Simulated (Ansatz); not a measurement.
Reaction (redistribution): `C#C[SiH]([SiH3])Cl` + `[NH2][AlH][GaH2]` → `[NH2][AlH][SiH]([SiH3])Cl` + `C#[C][GaH2]`

Isolated molecules relaxed with PBE0-D4/def2-TZVP in Ansatz; ΔE leaves out vibrations. CCSD(T)/CBS is the MP2 limit (def2-TZVPP, def2-QZVPP) plus CCSD(T) − MP2 in def2-TZVPP, frozen cores. DFT in def2-TZVPP. B3LYP here is the variant with VWN-RPA as its local correlation; programs differ in this. For Ga outer-core shells are correlated without core-valence functions, which leaves a few kJ/mol of doubt a bond. Scalar relativity is left out up to krypton. Each species was taken in one conformer, which may not be the lowest.

(1) Is it downhill or uphill in electronic energy at CCSD(T)/CBS, and by how much? (An estimate is asked.)

(2) What do these levels give: r2SCAN-D4, PBE0-D4, B3LYP-D4, ωB97M-V, PBE, r2SCAN, PBE0, CCSD/def2-TZVPP, CCSD(T)/def2-TZVPP, MP2/def2-QZVPP, SCS-MP2/def2-QZVPP, CCSD/CBS(def2)? (Best estimate.)

Largest T1 diagnostic among the species: 0.014.

Answers

(1) Ansatz gave: Uphill: ΔE = +3.8 kJ/mol.

(2) The calculation gave: r2SCAN-D4 4.6, PBE0-D4 3.7, B3LYP-D4 7.7, ωB97M-V 6.7, PBE 5.4, r2SCAN 5.0, PBE0 4.9, CCSD/def2-TZVPP 2.9, CCSD(T)/def2-TZVPP 1.6, MP2/def2-QZVPP 4.1, SCS-MP2/def2-QZVPP 5.1, CCSD/CBS(def2) 5.1 kJ/mol.

In def2-TZVPP, CCSD(T) changes the Hartree–Fock value by −5.3 kJ/mol (the triples alone add −1.3 kJ/mol) and MP2 by −4.2 kJ/mol.
